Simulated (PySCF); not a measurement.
SMILES [O]=[W](=[O])=[O] (CAM-B3LYP/def2-SVP optimised geometry):

```
4

W     -0.603    -0.819     0.000
O      1.114    -0.819     0.000
O     -1.114     0.819     0.000
O     -1.112    -1.513     1.485
```

Computed with CAM-B3LYP/def2-TZVP, def2 effective core potentials past Kr (PySCF).

What are the frontier orbital energies and the dipole moment?

HOMO-2 -10.63 eV, HOMO-1 -10.63 eV, HOMO -10.34 eV, LUMO -4.10 eV, LUMO+1 -1.02 eV; dipole moment 5.96 D.
